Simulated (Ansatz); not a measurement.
Gas-phase electronic energies from Ansatz, PBE0-D4/def2-TZVP geometries. CBS: MP2 limit from def2 TZ/QZ plus the TZ coupled-cluster correction, frozen cores. This one scheme is used for every species, atoms too. DFT in def2-TZVPP. B3LYP here is the variant with VWN-RPA as its local correlation; programs differ in this. HSE06 is defined as in plane-wave codes. No spin–orbit coupling; open shells (•) take unrestricted orbitals. Spin–orbit coupling would lower the free atoms: a little for Cl, F; clearly for Ga. For Ga outer-core shells are correlated without core-valence functions, so the limit isn't a true one: a few kJ/mol of doubt a bond, and 10 to 20 or more in all where bonds break to atoms. Scalar relativity is left out up to krypton.

Reaction (atomization): `[F][Ga]([F])[Cl]` → Cl• + 2 F• + Ga•

Task: What is ΔE at CCSD(T)/CBS? (Best estimate.)

Result: Ansatz gave: +1317.4 kJ/mol.

Task: What do these levels give: r2SCAN0-D4, B3LYP, HSE06, CAM-B3LYP, MP2/def2-TZVPP, CCSD(T)/def2-TZVPP? (Estimate.)

Result: The calculation gave: r2SCAN0-D4 1270.7, B3LYP 1252.2, HSE06 1280.3, CAM-B3LYP 1286.2, MP2/def2-TZVPP 1380.1, CCSD(T)/def2-TZVPP 1289.4 kJ/mol.

Largest T1 diagnostic among the species: 0.014.

In def2-TZVPP, CCSD(T) changes the Hartree–Fock value by +359.9 kJ/mol (the triples alone add +31.0 kJ/mol) and MP2 by +450.6 kJ/mol; breaking electron pairs costs correlation energy, which Hartree–Fock lacks. From r2SCAN to r2SCAN0 (25 % exact exchange), in def2-TZVPP and without D4, ΔE moves by −51.1 kJ/mol: exact exchange takes away binding that semilocal exchange gives to molecules.

For atomizations the MP2-based limit and the directly extrapolated one differ by several kJ/mol either way, and by 10 to 25 for some Ge, Se and Sn compounds, so smaller differences from it don't rank the levels.
